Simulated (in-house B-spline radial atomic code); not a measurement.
RPA and G0W0 on TPSS: Yb III (Yb2+)

Configuration [Xe] 4f14, mean-field start TPSS. Computed with a B-spline radial code for spherical atoms: all electrons, scalar-relativistic (spin-free one-electron X2C), finite nucleus, each spin shell either full or empty, empty states to l = 9 with an (l + 1/2)⁻⁴ tail; G0W0 by contour deformation at full frequency.

Without the two-electron picture change, the correlation of inner shells comes somewhat too large for so heavy an element.

Command:
```bash
python run_gw.py task.json out
```
Settings (radii: box in bohr, nucleus in fm):
```
Z                        70
electrons                68
configuration            [Xe] 4f14
hamiltonian              x2c
method                   tpss,tpss
lmax                     9
rms_radius               5.3108
spin_polarised           False
box_radius               17.55
intervals                69
```

Cost of the run: 6 s on 1 thread of Arm Neoverse N1 (shared host).

Energies (hartree):

```
                                     term         value
                         mean-field total  -14058.76966
Hartree-Fock functional on these orbitals  -14054.00218
                      direct second order       -8.1089
                    second-order exchange        1.9457
                         SOSEX correction        1.7316
```

Problem. What is the RPA correlation energy, and what remains with SOSEX?

Solution. RPA gives -6.4448 hartree (-2.58 eV per electron); RPA + SOSEX gives -4.7132, and the second-order doubles -6.1631 hartree (no singles). SOSEX takes back 27 % of the RPA value.

Quasi-particle levels (eV):

| level | occupied | mean field | Σx - vxc | Σc | QP weight | G0W0 |
| --- | --- | --- | --- | --- | --- | --- |
| 4f | yes | -17.407 | -13.72 | ? | ? | ? |
| 6s | no | -14.920 | 3.93 | -1.30 | 0.961 | -12.293 |

G0W0 = mean field + (Σx - vxc) + Σc, with Σc (partial-wave tail included) taken at the quasi-particle energy. Only the outer levels were computed. Levels of low weight are left out.

Problem. Where does G0W0 put 4f?

Solution. At -25.309 eV, with Σc = 5.82 eV and a quasi-particle weight of 0.731. The tabulated removal energy is 25.053 ± 0.025 eV (NIST, semi-empirical); the calculation leaves out spin-orbit coupling, Breit and QED terms, and what these don't explain is the method's own error.
